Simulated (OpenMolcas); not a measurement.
Fe3+: ligand-field states by method

Fe3+ with its 6 nearest chloride ions at 2.48 Å, on the Y site of Cs2NaYCl6 (a = 10.7396 Å, distance in the model lattice 2.619 Å). The rest of the host is ab initio model potentials to 7.6 Å, with orthogonalisation functions on the cations behind the ligands, and point charges beyond; the distance is set by hand and nothing relaxes. Ligand basis ANO-RCC-VDZP.

```yaml
Program: OpenMolcas
Basis: ANO-RCC-VDZP [5s4p2d1f]
Scalar_Hamiltonian: DKH2, point nucleus
Active_space: 5 electrons in 5 orbitals (3d)
State_averaging: 2S+1 = 6 even, 1 root; 2S+1 = 4 even, 24 roots; 2S+1 = 2 even, 75 roots
Spin-orbit_coupling: state interaction with AMFI integrals over the reference wave functions
```

I. CASSCF
II. SS-CASPT2, IPEA 0.25 Eh, imaginary shift 0.1 Eh (closed shells correlated: 3s 3p and the ligand valence shells)

Spin-free states (labels of O, the rotations of Oh) in cm-1, each column counted from its own energy of the first state listed:

```json
{"State": "6A1", "Degeneracy": "1", "I": "0", "II": "0"}
{"State": "4T1", "Degeneracy": "3", "I": "27995", "II": "15540"}
{"State": "4T2", "Degeneracy": "3", "I": "32358", "II": "17570"}
{"State": "4A1", "Degeneracy": "1", "I": "32749", "II": "22490"}
{"State": "4E", "Degeneracy": "2", "I": "33169", "II": "21710"}
{"State": "2T2", "Degeneracy": "3", "I": "39644", "II": "14980"}
{"State": "4T2", "Degeneracy": "3", "I": "40273", "II": "25610"}
{"State": "4E", "Degeneracy": "2", "I": "40985", "II": "28110"}
{"State": "2T1", "Degeneracy": "3", "I": "42841", "II": "22480"}
{"State": "2A2", "Degeneracy": "1", "I": "43655", "II": "22280"}
{"State": "4T1", "Degeneracy": "3", "I": "43972", "II": "38230"}
{"State": "2T2", "Degeneracy": "3", "I": "45068", "II": "24500"}
{"State": "2A1", "Degeneracy": "1", "I": "46425", "II": "29050"}
{"State": "2E", "Degeneracy": "2", "I": "46500", "II": "25910"}
{"State": "2T2", "Degeneracy": "3", "I": "49988", "II": "28060"}
{"State": "2E", "Degeneracy": "2", "I": "51454", "II": "29390"}
{"State": "4A2", "Degeneracy": "1", "I": "52367", "II": "33170"}
{"State": "2T1", "Degeneracy": "3", "I": "52387", "II": "29240"}
{"State": "2T2", "Degeneracy": "3", "I": "54958", "II": "32340"}
{"State": "2T1", "Degeneracy": "3", "I": "56711", "II": "36200"}
```

From I to II, I's first state of another spin (4T1) moves from 27995 to 15540 cm-1, by about -12000 cm-1. In II another state of that kind comes below it.

χT at 300 K: I 4.39, II 4.38 cm3 K/mol.

Roots that are degenerate in the reference are averaged as groups; the widest CASPT2 spread within a group is 3600 cm-1 (the 2-fold group of multiplicity 2 near 45800 cm-1 above the lowest state of its run, II). Shifts and gaps below about the spread of the groups concerned are not significant. Over all roots computed the reference weight is 0.57 to 0.67 in II; the roots of lowest weight are the least certain, and an intruder state may touch them. Ligand-to-metal charge-transfer states are missing. With no ligand orbital active B as a rule stays too high, so bands that hang on it stand too high and its fall with covalency is understated. Without dynamic correlation the repulsion within the d shell is too large (B by tens of per cent), so at a given field states of lower spin stand too high (holds for I). With metal d orbitals alone and no dynamic correlation the field as a rule comes out too small, by tens of per cent, by up to half for chloride and softer ligands (holds for I). This shell can be high or low spin here, a state of another spin lies low, and with metal d orbitals alone active their balance is uncertain, so the ground spin may be wrong (holds for II). With one d shell and no ligand orbital active, 10Dq can be off by a tenth or more (holds for II). No measured value stands beside these numbers; the geometry was set by hand and not optimised.
